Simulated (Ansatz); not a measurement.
Species: C₂H₅BBr, charge 0, multiplicity 2. It need not be the lowest isomer of its formula. 
Geometry from a B3LYP-D3(BJ)/def2-TZVP (Ansatz, a quantum-chemistry and plane-wave program) optimisation:
```
B
C 1 1.5182
H 2 1.0835 1 123.29
H 2 1.0859 3 114.99 1 -179.99
C 1 1.5601 2 125.69 3 179.87
H 5 1.0915 1 112.93 2 0.86
H 5 1.0942 6 108.37 1 -123.13
H 5 1.0945 6 108.27 7 -114.07
Br 1 1.9543 2 116.37 3 -0.02
```
Charge 0, spin multiplicity 2.

Parts of the frozen-core correlation energy in cc-pVTZ (Ansatz, hartree). Frozen orbitals: 17; correlated occupied orbitals by spin: 12 and 11; virtual: 174 and 175. Open shells are spin-unrestricted. Spin-orbit coupling is left out. Non-relativistic.

```
term                             value
-------------------------  -----------
reference (HF)             -2675.84816
MP2 opposite-spin             -0.44535
MP2 same-spin                 -0.13075
CCSD correlation              -0.62505
(T)                           -0.02471
T1 diagnostic                    0.014
largest doubles amplitude        0.027
<S^2> of the reference           0.759
```
